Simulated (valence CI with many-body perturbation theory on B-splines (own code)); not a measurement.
**E1 line list for Pr44+**

Method: relativistic CI+MBPT: five valence electrons over a frozen Dirac-Fock core [Ne], a basis of 11 s, 11 p, 10 d, 8 f, 5 g, 2 h functions for each j, with the one-electron correlation potential Σ1, the two-electron term Σ2, the three-electron term Σ3, Breit, model QED; selected CI, second order for the rest, scaled by the run's own slope (own B-spline code, finite nucleus).

The last digits are not significant, and no measured levels were compared; by estimate large intervals hold to a few tenths of a per cent, small ones and those within an open d or f shell to about a per cent. Among the levels kept, up to 3100 cm⁻¹ of a level comes from second order outside the variational space, and about a tenth of that is noise between levels of different J, which matters for small intervals.

Lines 151 to 200 of 566 in falling wavelength, among levels below 5523.3 × 10³ cm⁻¹, chosen from the strongest by gf and those to the six lowest levels. Wavelengths and rates use the calculated energies. Electric multipoles are in the length gauge, E1 and E2 with the static RPA response of the core. Weak lines are less certain than strong ones. Lines between different terms over intervals too small for the method are left out, as are lines whose strength nearly cancels. The highest levels of a list are the least certain.

Levels are named by their leading jj configuration (3d3/2^4 stands for four electrons in 3d with j = 3/2), which in mixed levels can hold well under half, so a name can repeat and another be missing. Letters in brackets count levels of one name in rising energy.

| λ vac (nm) | Upper | Lower | A (s⁻¹) | S (a.u.) |
| --- | --- | --- | --- | --- |
| 5.727 | (3s^2 3p1/2 3p3/2 3d5/2) J=7/2 [b] | (3s^2 3p1/2 3p3/2^2) J=5/2 | 1.72e+11 | 1.27e-01 |
| 5.716 | (3s 3p1/2 3p3/2^2 3d5/2) J=7/2 [c] | (3s 3p1/2 3p3/2^3) J=5/2 | 1.67e+10 | 1.23e-02 |
| 5.714 | (3s 3p1/2^2 3d3/2 3d5/2) J=3/2 [a] | (3s 3p1/2^2 3p3/2 3d3/2) J=1/2 [a] | 6.43e+10 | 2.37e-02 |
| 5.708 | (3s 3p1/2 3p3/2^2 3d5/2) J=5/2 [d] | (3s 3p1/2 3p3/2^3) J=5/2 | 3.28e+10 | 1.81e-02 |
| 5.695 | (3s^2 3p3/2 3d5/2^2) J=3/2 | (3s^2 3p3/2^2 3d5/2) J=5/2 [a] | 6.69e+10 | 2.44e-02 |
| 5.693 | (3s^2 3p3/2 3d5/2^2) J=9/2 | (3s^2 3p3/2^2 3d5/2) J=7/2 | 1.78e+11 | 1.62e-01 |
| 5.692 | (3s^2 3p3/2 3d3/2 3d5/2) J=7/2 [c] | (3s^2 3p3/2^2 3d3/2) J=7/2 | 2.67e+10 | 1.94e-02 |
| 5.690 | (3s^2 3p3/2 3d5/2^2) J=7/2 [b] | (3s^2 3p3/2^2 3d5/2) J=5/2 [a] | 1.29e+10 | 9.40e-03 |
| 5.685 | (3s^2 3p3/2 3d5/2^2) J=1/2 | (3s^2 3p3/2^2 3d5/2) J=1/2 | 1.70e+11 | 3.09e-02 |
| 5.681 | (3s^2 3p1/2 3p3/2 3d5/2) J=5/2 [b] | (3s^2 3p1/2 3p3/2^2) J=5/2 | 2.55e+10 | 1.39e-02 |
| 5.674 | (3s^2 3p1/2 3d5/2^2) J=5/2 | (3s^2 3p1/2 3p3/2 3d5/2) J=5/2 [a] | 8.03e+10 | 4.34e-02 |
| 5.666 | (3s^2 3p3/2 3d3/2 3d5/2) J=7/2 [c] | (3s^2 3p3/2^2 3d3/2) J=5/2 | 1.51e+11 | 1.09e-01 |
| 5.665 | (3s^2 3p3/2 3d3/2 3d5/2) J=5/2 [d] | (3s^2 3p3/2^2 3d3/2) J=3/2 [b] | 1.48e+11 | 7.97e-02 |
| 5.663 | (3s 3p1/2^2 3d3/2 3d5/2) J=9/2 | (3s 3p1/2^2 3p3/2 3d3/2) J=7/2 | 1.10e+11 | 9.90e-02 |
| 5.644 | (3s 3p1/2^2 3d5/2^2) J=5/2 | (3s 3p1/2^2 3p3/2 3d5/2) J=5/2 [a] | 8.87e+10 | 4.72e-02 |
| 5.642 | (3s 3p1/2 3p3/2^2 3d5/2) J=5/2 [f] | (3s 3p1/2 3p3/2^3) J=3/2 [b] | 2.62e+11 | 1.39e-01 |
| 5.630 | (3s 3p1/2 3p3/2^2 3d5/2) J=7/2 [d] | (3s 3p1/2 3p3/2^3) J=5/2 | 2.02e+11 | 1.42e-01 |
| 5.629 | (3s^2 3p3/2 3d5/2^2) J=5/2 [b] | (3s^2 3p3/2^2 3d5/2) J=5/2 [a] | 1.04e+11 | 5.50e-02 |
| 5.623 | (3s 3p3/2^3 3d3/2) J=3/2 | (3s^2 3p3/2^2 3d5/2) J=5/2 [a] | 4.88e+10 | 1.71e-02 |
| 5.622 | (3s 3p1/2^2 3d5/2^2) J=3/2 | (3s 3p1/2^2 3p3/2 3d5/2) J=3/2 [a] | 5.56e+10 | 1.95e-02 |
| 5.591 | (3s 3p1/2^2 3d5/2^2) J=7/2 | (3s 3p1/2^2 3p3/2 3d5/2) J=5/2 [a] | 2.03e+10 | 1.40e-02 |
| 5.585 | (3s 3p1/2 3p3/2^2 3d5/2) J=3/2 [b] | (3s 3p1/2 3p3/2^3) J=3/2 [a] | 2.07e+11 | 7.12e-02 |
| 5.579 | (3s^2 3p1/2 3p3/2 3d5/2) J=3/2 [b] | (3s^2 3p1/2 3p3/2^2) J=5/2 | 3.53e+10 | 1.21e-02 |
| 5.579 | (3s 3p1/2 3p3/2^2 3d5/2) J=9/2 [b] | (3s^2 3p1/2 3p3/2 3d5/2) J=7/2 [b] | 9.77e+10 | 8.37e-02 |
| 5.578 | (3s^2 3p1/2 3d5/2^2) J=3/2 | (3s^2 3p1/2 3p3/2 3d5/2) J=3/2 [a] | 7.82e+10 | 2.68e-02 |
| 5.576 | (3s 3p1/2 3p3/2^2 3d3/2) J=3/2 [e] | (3s^2 3p1/2 3p3/2 3d5/2) J=1/2 | 2.96e+10 | 1.01e-02 |
| 5.569 | (3s 3p1/2 3p3/2^2 3d5/2) J=5/2 [c] | (3s 3p1/2 3p3/2^3) J=3/2 [a] | 2.18e+11 | 1.12e-01 |
| 5.567 | (3s 3p1/2 3p3/2^2 3d5/2) J=3/2 [e] | (3s 3p1/2 3p3/2^3) J=3/2 [b] | 1.23e+11 | 4.19e-02 |
| 5.550 | (3s^2 3p3/2 3d5/2^2) J=7/2 [a] | (3s^2 3p3/2^2 3d3/2) J=5/2 | 7.67e+10 | 5.18e-02 |
| 5.546 | (3s 3p1/2^2 3d5/2^2) J=9/2 | (3s 3p1/2^2 3p3/2 3d5/2) J=9/2 | 3.45e+10 | 2.90e-02 |
| 5.545 | (3s 3p1/2 3p3/2^2 3d5/2) J=3/2 [e] | (3s 3p1/2 3p3/2^3) J=1/2 | 3.73e+11 | 1.25e-01 |
| 5.545 | (3p1/2^2 3p3/2^3) J=3/2 | (3s^2 3p1/2 3p3/2 3d3/2) J=3/2 [a] | 2.67e+10 | 8.99e-03 |
| 5.543 | (3s^2 3p3/2 3d3/2 3d5/2) J=5/2 [c] | (3s^2 3p3/2^2 3d3/2) J=3/2 [a] | 1.38e+11 | 6.95e-02 |
| 5.533 | (3s 3p1/2 3p3/2^2 3d5/2) J=5/2 [e] | (3s 3p1/2 3p3/2^3) J=5/2 | 2.79e+11 | 1.40e-01 |
| 5.528 | (3s^2 3p3/2^2 3d5/2) J=3/2 | (3s^2 3p3/2^3) J=3/2 | 3.17e+11 | 1.06e-01 |
| 5.507 | (3s^2 3p3/2 3d3/2 3d5/2) J=5/2 [c] | (3s^2 3p3/2^2 3d3/2) J=5/2 | 8.27e+10 | 4.09e-02 |
| 5.506 | (3s 3p1/2^2 3p3/2 3d5/2) J=7/2 [b] | (3s 3p1/2^2 3p3/2^2) J=5/2 | 1.02e+11 | 6.69e-02 |
| 5.506 | (3s 3p1/2 3p3/2^2 3d3/2) J=7/2 [b] | (3s^2 3p1/2 3p3/2 3d5/2) J=5/2 [a] | 1.33e+10 | 8.73e-03 |
| 5.499 | (3s 3p1/2 3p3/2^2 3d3/2) J=5/2 [b] | (3s^2 3p1/2 3p3/2 3d3/2) J=3/2 [b] | 5.71e+10 | 2.81e-02 |
| 5.492 | (3s 3p1/2^2 3d3/2 3d5/2) J=7/2 [b] | (3s 3p1/2^2 3p3/2 3d3/2) J=7/2 | 2.13e+10 | 1.39e-02 |
| 5.476 | (3s^2 3p3/2 3d3/2 3d5/2) J=1/2 [b] | (3s^2 3p3/2^2 3d3/2) J=3/2 [b] | 8.74e+10 | 1.42e-02 |
| 5.475 | (3s 3p1/2 3p3/2^2 3d3/2) J=3/2 [b] | (3s^2 3p1/2 3p3/2 3d5/2) J=3/2 [a] | 6.33e+10 | 2.05e-02 |
| 5.462 | (3s^2 3p3/2 3d3/2 3d5/2) J=3/2 [b] | (3s^2 3p3/2^2 3d3/2) J=3/2 [a] | 6.75e+10 | 2.17e-02 |
| 5.456 | (3s 3p1/2^2 3d3/2 3d5/2) J=5/2 [b] | (3s 3p1/2^2 3p3/2 3d3/2) J=5/2 [a] | 4.50e+10 | 2.16e-02 |
| 5.453 | (3s^2 3p1/2 3p3/2 3d5/2) J=5/2 [b] | (3s^2 3p1/2 3p3/2^2) J=3/2 | 3.00e+11 | 1.44e-01 |
| 5.453 | (3s 3p1/2^2 3p3/2 3d3/2) J=5/2 [b] | (3s^2 3p1/2^2 3d5/2) J=5/2 | 3.04e+09 | 1.46e-03 |
| 5.450 | (3s 3p1/2 3p3/2^2 3d5/2) J=9/2 [a] | (3s^2 3p1/2 3p3/2 3d5/2) J=7/2 [a] | 8.70e+10 | 6.96e-02 |
| 5.442 | (3s^2 3p3/2 3d3/2 3d5/2) J=9/2 [b] | (3s^2 3p3/2^2 3d3/2) J=7/2 | 4.23e+11 | 3.36e-01 |
| 5.427 | (3s^2 3p3/2 3d3/2 3d5/2) J=3/2 [b] | (3s^2 3p3/2^2 3d3/2) J=5/2 | 3.39e+10 | 1.07e-02 |
| 5.423 | (3s 3p1/2 3p3/2^3) J=3/2 [a] | (3s^2 3p1/2 3p3/2^2) J=1/2 | 2.32e+10 | 7.29e-03 |
